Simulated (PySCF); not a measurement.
CH₆O₂Si₂, SMILES O[Si@H]1OC[SiH2]1.

Geometry optimised at PBE-D3(BJ)/def2-SVP. The structure was generated by enumeration; whether it is a known compound was not checked. Other conformers were not sampled.

Two levels are set side by side: PBE/def2-TZVP (PySCF) and HF/def2-TZVP (PySCF). Same geometry, gas phase. Differences are taken from unrounded values.

```csv
quantity,HF,PBE,PBE minus HF
orbital gap (eV),12.91,5.12,-7.78
highest occupied level (eV),-10.28,-6.36,3.91
lowest empty level (eV),2.63,-1.24,-3.87
dipole moment (D),2.56,1.94,-0.63
mean polarisability (bohr³),65.2,74.2,9.0
```

Without exact exchange PBE keeps part of each electron's self-repulsion, which lifts occupied levels and narrows the gap. PBE's more diffuse valence density responds more strongly to a field. Differences between two approximate levels are no errors against the true value.

Rough cost on one machine, each run with all the roots and properties that it gave: HF against PBE about 1/4.
